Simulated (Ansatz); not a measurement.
Consider the ligand exchange at a Ge–N bond: `C/C=[N]\[GeH3]` + `F[SiH](F)S` → `F[SiH](F)[S][GeH3]` + `CC=N`.

Calculated with Ansatz (gas phase, PBE0-D4/def2-TZVP geometries, no zero-point term in ΔE). CCSD(T)/CBS is the MP2 limit (def2-TZVPP, def2-QZVPP) plus CCSD(T) − MP2 in def2-TZVPP, frozen cores. For Ge outer-core shells are correlated without core-valence functions, which leaves a few kJ/mol of doubt a bond. Scalar relativity is left out up to krypton. Each species was taken in one conformer, which may not be the lowest.

| species | CCSD(T)/CBS(def2) energy (Eh) |
| --- | --- |
| `C/C=[N]\[GeH3]` | -2211.10204 |
| `F[SiH](F)S` | -887.80771 |
| `F[SiH](F)[S][GeH3]` | -2965.14032 |
| `CC=N` | -133.79309 |

(1) Work out ΔE.

Largest T1 diagnostic among the species: 0.013.

## Answers

(1) ΔE = (-2965.14032) + (-133.79309) − (-2211.10204) − (-887.80771) = -0.02366 Eh = -0.64 eV.
